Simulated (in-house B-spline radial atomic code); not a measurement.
Correlation energy from the adiabatic connection: −Z/r, Z = 2, wall at 1.4 bohr

Two electrons in a singlet, external potential −Z/r, Z = 2, wall at 1.4 bohr (atomic units). Full CI in B-splines (partial waves to l = 8, correlation up to 0.6 % small) with the density held fixed gives W(λ) = <V_ee>_λ − U, and E_c is the integral of W(λ) − W(0) from 0 to 1.

```csv
λ,W(λ) − W(0) (hartree)
0,0.00000
0.02,-0.00189
0.05,-0.00470
0.12,-0.01117
0.25,-0.02281
0.4,-0.03569
0.6,-0.05200
0.8,-0.06739
1,-0.08193
```

Problem. Integrate the table by the trapezoid rule.

Solution. The strips give -0.00002, -0.00010, -0.00056, -0.00221, -0.00439, -0.00877, -0.01194, -0.01493, which sum to -0.04291 hartree. The direct value, W(1) − W(0) + T_c with T_c = 0.03897, is -0.04297; the curve is convex, so chords lie above it and the trapezoids fall short in size by 0.14 %.

Problem. Now use only three numbers: W(0) = -1.5592, the initial slope W'(0) = -0.09479 (extrapolated from the first points) and the strong-coupling limit of the point-charge-plus-continuum model, W∞ = -1.8839. What do second-order theory and the interpolation W(λ) = W∞ + (W(0) − W∞)/√(1 + 2χλ) of Seidl, Perdew and Levy give?

Solution. Second order keeps the slope alone: E_c = W'(0)/2 = -0.04739, +10 % in size against -0.04297. Matching the slope fixes χ = W'(0)/(W∞ − W(0)) = -0.09479/(-0.32470) = 0.29193. Integrating, with s = √(1 + 2χ) = 1.258516, E_c = −(W(0) − W∞)(s − 1)/(s + 1) = −0.32470 × 0.258516/2.258516 = -0.03717 hartree, -13.5 % in size against the full result. At λ = 1 the formula gives W − W(0) = -0.06670 against -0.08193. Part of the miss can come from the model's W∞, which here lies above the computed W at λ = 10, -1.92199.
